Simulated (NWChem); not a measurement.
Program: NWChem. System: H3GeO3, charge 1, spin multiplicity 1, at the geometry of a parent with another charge or spin, in a state set for the comparison that need not be this species' ground state. Level: PBE/def2-TZVP.

Part of the output:

```
             Northwest Computational Chemistry Package (NWChem) 7.3.0
             --------------------------------------------------------

                                NWChem Input Module
                                -------------------

 Scaling coordinates for geometry "geometry" by  1.889725989
 (inverse scale =  0.529177249)

                             Geometry "geometry" -> ""
                             -------------------------

 Output coordinates in angstroms (scale by  1.889725989 to convert to a.u.)

  No.       Tag          Charge          X              Y              Z
 ---- ---------------- ---------- -------------- -------------- --------------
    1 O                    8.0000    -0.94516800    -1.02605800    -0.95278600
    2 Ge                  32.0000    -0.11382600    -0.04201300     0.27641600
    3 O                    8.0000    -0.24446000     1.65096700    -0.25938900
    4 O                    8.0000     1.61238000    -0.46917000     0.18445900
    5 H                    1.0000    -1.84406400    -0.71789000    -1.12050100
    6 H                    1.0000     0.34584800     2.23597100     0.23095900
    7 H                    1.0000     1.75863000    -1.41958300     0.26597000

 Effective nuclear repulsion energy (a.u.)     306.9554268059

            Nuclear Dipole moment (a.u.)
            ----------------------------
        X                 Y               Z
 ---------------- ---------------- ----------------
    -0.0000037795    -0.0000113384     0.0000226767


 Summary of "ao basis" -> "" (spherical)
 ------------------------------------------------------------------------------
       Tag                 Description            Shells   Functions and Types
 ---------------- ------------------------------  ------  ---------------------
 *                         def2-tzvp                  on all atoms

  pbe96 is a nonlocal functional; adding pw91lda local functional.

                                 NWChem DFT Module
                                 -----------------

 Summary of "ao basis" -> "ao basis" (spherical)
 ------------------------------------------------------------------------------
       Tag                 Description            Shells   Functions and Types
 ---------------- ------------------------------  ------  ---------------------
 O                         def2-tzvp                11       31   5s3p2d1f
 Ge                        def2-tzvp                16       48   6s5p4d1f
 H                         def2-tzvp                 4        6   3s1p

 Summary of "ao basis" -> "ao basis" (spherical)
 ------------------------------------------------------------------------------
       Tag                 Description            Shells   Functions and Types
 ---------------- ------------------------------  ------  ---------------------
 O                         def2-tzvp                11       31   5s3p2d1f
 Ge                        def2-tzvp                16       48   6s5p4d1f
 H                         def2-tzvp                 4        6   3s1p

            General Information
            -------------------
          SCF calculation type: DFT
          Wavefunction type:  closed shell.
          No. of atoms     :     7
          No. of electrons :    58
           Alpha electrons :    29
            Beta electrons :    29
          Charge           :     1
          Spin multiplicity:     1
          Use of symmetry is: off; symmetry adaption is: off
          Maximum number of iterations: 100
          AO basis - number of functions:   159
                     number of shells:    61
          Convergence on energy requested:  1.00D-06
          Convergence on density requested:  1.00D-05
          Convergence on gradient requested:  5.00D-04

              XC Information
              --------------
          PerdewBurkeErnzerhof Exchange Functional  1.000
            Perdew 1991 LDA Correlation Functional  1.000 local
           PerdewBurkeErnz. Correlation Functional  1.000 non-local

             Grid Information
             ----------------
          Grid used for XC integration:  medium
          Radial quadrature: Mura-Knowles
          Angular quadrature: Lebedev.
[...]
 2-e energy   =    1168.168899
 HOMO         =      -0.801298
 LUMO         =      -0.547648

------------------------------------------------------------
EAF file 0: "./mol.aoints.0" size=524288 bytes
------------------------------------------------------------
               write      read    awrite     aread      wait
               -----      ----    ------     -----      ----
     calls:        1         0         0         0         0
   data(b): 5.24e+05  0.00e+00  0.00e+00  0.00e+00
   time(s): 0.00e+00  0.00e+00  0.00e+00  0.00e+00  0.00e+00
rate(mb/s): 0.00e+00  0.00e+00
------------------------------------------------------------

   convergence    iter        energy       DeltaE   RMS-Dens  Diis-err    time
 ---------------- ----- ----------------- --------- --------- ---------  ------
 d= 0,ls=0.0,diis     1  -2303.3593897284 -2.61D+03  1.49D-02  9.77D+00    21.3
 d= 0,ls=0.0,diis     2  -2302.4780815684  8.81D-01  1.28D-02  1.92D+01    24.8
 d= 0,ls=0.0,diis     3  -2303.5448860749 -1.07D+00  5.31D-03  2.30D+00    28.0
 d= 0,ls=0.0,diis     4  -2303.7553191631 -2.10D-01  1.25D-03  2.12D-01    32.1
 d= 0,ls=0.0,diis     5  -2303.7699181809 -1.46D-02  1.74D-04  1.88D-03    35.2
  Resetting Diis
 d= 0,ls=0.0,diis     6  -2303.7700223236 -1.04D-04  8.46D-05  2.28D-04    38.4
 d= 0,ls=0.0,diis     7  -2303.7700288485 -6.52D-06  2.11D-04  1.99D-04    41.6
 d= 0,ls=0.0,diis     8  -2303.7696891160  3.40D-04  1.71D-04  3.33D-03    44.6
 d= 0,ls=0.0,diis     9  -2303.7700500493 -3.61D-04  4.97D-06  3.02D-06    47.6
 d= 0,ls=0.0,diis    10  -2303.7700502806 -2.31D-07  2.66D-06  3.45D-07    50.6

         Total DFT energy =    -2303.770050280602
      One electron energy =    -3803.661970397675
           Coulomb energy =     1298.026334033132
    Exchange-Corr. energy =     -105.089840721943
 Nuclear repulsion energy =      306.955426805883

 Numeric. integr. density =       58.000007948393

     Total iterative time =     47.1s

                       DFT Final Molecular Orbital Analysis
                       ------------------------------------

 Vector   27  Occ=2.000000D+00  E=-5.453575D-01
              MO Center=  9.2D-02,  3.6D-02, -2.4D-01, r^2= 3.3D+00
   Bfn.  Coefficient  Atom+Function         Bfn.  Coefficient  Atom+Function
  ----- ------------  ---------------      ----- ------------  ---------------
    85      0.239522  3 O  px                 7      0.230797  1 O  py
   118     -0.205171  4 O  pz                88      0.197267  3 O  px
    10      0.190771  1 O  py                49     -0.179189  2 Ge pz
   121     -0.173579  4 O  pz                91      0.123768  3 O  px
    13      0.122591  1 O  py               124     -0.117748  4 O  pz

 Vector   28  Occ=2.000000D+00  E=-5.176417D-01
              MO Center=  7.1D-01,  4.8D-01,  1.3D-03, r^2= 2.7D+00
   Bfn.  Coefficient  Atom+Function         Bfn.  Coefficient  Atom+Function
  ----- ------------  ---------------      ----- ------------  ---------------
   118      0.331802  4 O  pz               121      0.278854  4 O  pz
    85      0.244813  3 O  px                88      0.204872  3 O  px
    87     -0.200877  3 O  pz               124      0.186798  4 O  pz
    90     -0.169945  3 O  pz                91      0.132279  3 O  px
    93     -0.116685  3 O  pz               116      0.109971  4 O  px

 Vector   29  Occ=2.000000D+00  E=-5.175164D-01
              MO Center= -4.6D-01, -3.8D-01, -6.1D-01, r^2= 2.7D+00
   Bfn.  Coefficient  Atom+Function         Bfn.  Coefficient  Atom+Function
  ----- ------------  ---------------      ----- ------------  ---------------
     7      0.279729  1 O  py                10      0.233744  1 O  py
     8     -0.226701  1 O  pz                11     -0.192348  1 O  pz
   118      0.177347  4 O  pz                85     -0.161409  3 O  px
    13      0.149731  1 O  py               121      0.149384  4 O  pz
     6      0.148608  1 O  px                88     -0.136969  3 O  px

 Vector   30  Occ=0.000000D+00  E=-4.323993D-01
              MO Center= -1.4D-01, -5.4D-02,  3.5D-01, r^2= 2.9D+00
   Bfn.  Coefficient  Atom+Function         Bfn.  Coefficient  Atom+Function
  ----- ------------  ---------------      ----- ------------  ---------------
    37      0.503549  2 Ge s                 36      0.377105  2 Ge s
    49      0.315855  2 Ge pz                 8     -0.214140  1 O  pz
    87     -0.178926  3 O  pz                11     -0.176958  1 O  pz
   116      0.168849  4 O  px                35     -0.165828  2 Ge s
    52      0.160923  2 Ge pz                90     -0.148738  3 O  pz

 Vector   31  Occ=0.000000D+00  E=-2.171973D-01
              MO Center= -3.6D-02, -1.3D-01,  4.9D-01, r^2= 4.0D+00
   Bfn.  Coefficient  Atom+Function         Bfn.  Coefficient  Atom+Function
  ----- ------------  ---------------      ----- ------------  ---------------
    51      0.623638  2 Ge py                48      0.376085  2 Ge py
    50     -0.373662  2 Ge px                84     -0.361114  3 O  s
   150      0.300229  6 H  s                115      0.264369  4 O  s
   156     -0.229480  7 H  s                 47     -0.196213  2 Ge px
    72      0.164990  2 Ge d  2              69      0.149813  2 Ge d -1

 Vector   32  Occ=0.000000D+00  E=-2.170178D-01
              MO Center= -3.2D-01, -5.7D-03,  3.9D-01, r^2= 4.0D+00
   Bfn.  Coefficient  Atom+Function         Bfn.  Coefficient  Atom+Function
  ----- ------------  ---------------      ----- ------------  ---------------
    50      0.563836  2 Ge px                51      0.364509  2 Ge py
     5      0.361448  1 O  s                 47      0.341222  2 Ge px
   144     -0.305430  5 H  s                 52      0.287042  2 Ge pz
   115     -0.267161  4 O  s                156      0.217505  7 H  s
    48      0.188575  2 Ge py                49      0.168613  2 Ge pz

------------------------------------------------------------
EAF file 0: "./mol.aoints.0" size=524288 bytes
------------------------------------------------------------
               write      read    awrite     aread      wait
               -----      ----    ------     -----      ----
     calls:        1         9         0         0         0
   data(b): 5.24e+05  4.72e+06  0.00e+00  0.00e+00
   time(s): 0.00e+00  0.00e+00  0.00e+00  0.00e+00  0.00e+00
rate(mb/s): 0.00e+00  0.00e+00
------------------------------------------------------------

 center of mass
 --------------
 x =  -0.02102403 y =  -0.00779579 z =   0.05092287

 moments of inertia (a.u.)
 ------------------
         338.405277523416          11.063942050995         -73.283563037779
          11.063942050995         312.551085400042         -26.814961811650
         -73.283563037779         -26.814961811650         486.056393495453

     Multipole analysis of the density
     ---------------------------------

     L   x y z        total         alpha         beta         nuclear
     -   - - -        -----         -----         ----         -------
     0   0 0 0      1.000000    -29.000000    -29.000000     59.000000

     1   1 0 0     -0.368125     -0.184061     -0.184061     -0.000004
     1   0 1 0     -0.135494     -0.067741     -0.067741     -0.000011
     1   0 0 1      0.902310      0.451144      0.451144      0.000023

     2   2 0 0    -17.870177    -72.233178    -72.233178    126.596179
     2   1 1 0     -0.256203      3.029753      3.029753     -6.315709
     2   1 0 1      1.640369    -20.067037    -20.067037     41.774443
     2   0 2 0    -17.302582    -79.314604    -79.314604    141.326626
     2   0 1 1      0.574643     -7.344501     -7.344501     15.263645
     2   0 0 2    -21.121941    -31.804271    -31.804271     42.486601

 Task  times  cpu:       50.7s     wall:       50.7s

 Total times  cpu:       50.7s     wall:       50.7s
```

Question: Write an NWChem input that would produce this output.

Answer: This is not unique; one that fits is 
```
start mol
memory heap 200 mb stack 900 mb global 1100 mb
charge 1
geometry units angstroms nocenter noautoz noautosym
  O     -0.945168    -1.026058    -0.952786
  Ge    -0.113826    -0.042013     0.276416
  O     -0.244460     1.650967    -0.259389
  O      1.612380    -0.469170     0.184459
  H     -1.844064    -0.717890    -1.120501
  H      0.345848     2.235971     0.230959
  H      1.758630    -1.419583     0.265970
end
basis spherical
  * library def2-tzvp
end
dft
  xc xpbe96 cpbe96
  semidirect memsize 60000000 filesize 0
  iterations 100
end
task dft energy
```
